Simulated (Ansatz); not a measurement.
Reactions of CH3AlF2Si, SMILES `F[Si]1(F)[CH2][AlH]1`.

Gas-phase electronic energies from Ansatz, PBE0-D4/def2-TZVP geometries. CCSD(T)/CBS adds triple-zeta CCSD(T) − MP2 to the extrapolated MP2 energy (def2 sets, frozen cores). This one scheme is used for every species, atoms too. Functionals use def2-TZVPP. No spin–orbit coupling; open shells (•) take unrestricted orbitals. Spin–orbit coupling would lower the free atoms: a little for Al, C, F, Si. Elements past krypton have def2 core potentials. For Y outer-core shells are correlated without core-valence functions, so the limit isn't a true one: a few kJ/mol of doubt a bond, and 10 to 20 or more in all where bonds break to atoms.

```
                                                                                     reaction  PBE0-D4 (eV)  CCSD(T)/CBS(def2) (eV)
                                              `F[Si]1(F)[CH2][AlH]1` → `F[CH]1[SiH2][Al]1[F]`          2.06                    2.21
                                     `F[Si]1(F)[CH2][AlH]1` + H₂ → `F[SiH]1[CH2][AlH]1` + H–F          1.21                    1.28
                                 `F[Si]1(F)[CH2][AlH]1` + HCl → `F[Si]1(Cl)[CH2][AlH]1` + H–F          0.30                    0.36
`F[Si]1(F)[CH2][AlH]1` + `[CH3][Y]([Cl])[Cl]` → `F[Si]1(Cl)[CH2][AlH]1` + `[CH3][Y]([F])[Cl]`          0.32                    0.40
                            `F[Si]1(F)[CH2][AlH]1` + SiH₄ → `F[Si]1([SiH3])[CH2][AlH]1` + H–F          1.26                    1.41
                                            `F[Si]1(F)[CH2][AlH]1` → `F[C@@H]1[AlH][Si@@H]1F`          2.66                    2.84
                                        `F[Si]1(F)[CH2][AlH]1` → Al• + C• + 2 F• + 3 H• + Si•         29.73                   30.02
```

Largest T1 diagnostic: 0.018, for Al•.
